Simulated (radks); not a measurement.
Results of a calculation; reference values are marked as such.
The osmium ion Os+, 75 electrons, occupied as [Kr] 4d10 4f14 5s2 5p5 5d6 6s1 6p1 (not the ground configuration).

Level of theory: scalar-relativistic Kohn-Sham, SCAN, spin-polarised, spherical densities, finite nucleus; open shells are filled with parallel spins first (spin-orbit coupling, left out, can overturn this in heavy ions); meta-GGA in the generalised Kohn-Sham scheme; Fermi nuclear charge, rms radius 5.4126 fm (a radial shooting solver on a logarithmic mesh with Libxc functionals).

Energy parts (hartree):
| part | energy |
|---|---|
| total | -17251.2073 |
| kinetic | 19114.3034 |
| electron-nucleus | -42708.9570 |
| Hartree | 6682.6095 |
| exchange-correlation | -339.1632 |

Orbitals (lengths in bohr, moments of r in powers of bohr; <r^-3> diverges for s and p1/2; r(max) is where P^2 peaks):
orbital  occ.  eigenvalue (hartree)  <r^-3>      <r>   r(max)
1s up       1             -2717.823       -  0.01774  0.01103
1s down     1             -2717.817       -  0.01774  0.01103
2s up       1             -474.8102       -  0.07486  0.06334
2s down     1             -474.7998       -  0.07486  0.06334
2p up       3             -413.4270   21910  0.06727  0.05219
2p down     3             -413.4149   21910  0.06727  0.05219
3s up       1             -111.3693       -   0.1937   0.1785
3s down     1             -111.3635       -   0.1937   0.1785
3p up       3             -93.23516    4942   0.1944   0.1772
3p down     3             -93.22758    4942   0.1944   0.1772
3d up       5             -72.93244   625.0   0.1763   0.1446
3d down     5             -72.92070   625.0   0.1763   0.1446
4s up       1             -24.16779       -   0.4316   0.4049
4s down     1             -24.14843       -   0.4317   0.4051
4p up       3             -18.19160    1161   0.4590   0.4250
4p down     3             -18.17399    1159   0.4590   0.4252
4d up       5             -10.74527   127.2   0.4890   0.4346
4d down     5             -10.72363   127.3   0.4886   0.4348
4f up       7              -2.50719   22.89   0.5568   0.4062
4f down     7              -2.47268   23.09   0.5524   0.4060
5s up       1              -4.02681       -    1.005   0.9131
5s down     1              -3.87154       -   0.9950   0.9047
5p up       3              -2.49838   181.6    1.156    1.031
5p down     2              -2.32069   187.1    1.150    1.018
5d up       5              -0.74635   11.31    1.629    1.304
5d down     1              -0.57595   11.13    1.653    1.323
6s up       1              -0.60253       -    2.636    2.305
6p up       1              -0.34453   17.42    3.357    2.922

The highest occupied level is 6p up at -9.375 eV. Spin moment in Bohr magnetons: 7. The electron density at the nucleus is 1.789e+06 e/bohr^3 (large components only). Summed over all electrons, <r^2> = 59.68 bohr^2, which gives a Langevin (diamagnetic) susceptibility term of -47.3 x 10^-6 cm^3/mol. The density falls to 0.001 e/bohr^3 at r = 4.48 bohr.

Empty levels of this run are not shown, since the potential may be unsettled where no density lies.
